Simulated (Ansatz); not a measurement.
```xyz
22

C    -1.2947   -2.1030    1.7155
C     0.2003   -1.9405    1.5010
C     0.6263   -0.4985    1.2883
N     0.0468    0.0576    0.0837
C     0.4232    1.4340   -0.1535
C    -0.2112    1.9926   -1.4145
C     0.2361    1.2912   -2.6871
H    -1.5683   -3.1538    1.8345
H    -1.8540   -1.6935    0.8730
H    -1.6175   -1.5705    2.6148
H     0.5201   -2.5365    0.6367
H     0.7490   -2.3405    2.3598
H     0.2850    0.1096    2.1353
H     1.7297   -0.4366    1.2885
H     0.3240   -0.5124   -0.7070
H     0.0894    2.0219    0.7086
H     1.5213    1.5650   -0.2099
H    -1.2996    1.9279   -1.3182
H     0.0397    3.0562   -1.4798
H    -0.0950    0.2496   -2.7154
H    -0.1769    1.7789   -3.5728
H     1.3264    1.3012   -2.7814
```

Charge 0, multiplicity 1.

Problem. List the B3LYP/def2-TZVPP orbital energies in eV (the Gaussian-basis code of Ansatz). (An estimate is asked.)

Solution. Ansatz gave: Occupied: -388.97, -277.20, -277.19, -276.58, -276.58, -276.49, -276.21, -24.76, -21.49, -20.62, -18.60, -17.72, -15.95, -15.75, -13.27, -12.96, -12.32, -12.05, -11.51, -11.02, -10.90, -10.38, -9.70, -9.54, -9.23, -9.13, -9.01, -8.76, -6.14. Lowest empty: 0.80, 1.29, 1.42, 1.82, 2.32, 2.40, 2.42, 2.92.

B3LYP here is the variant with VWN-RPA as its local correlation; programs differ in this.
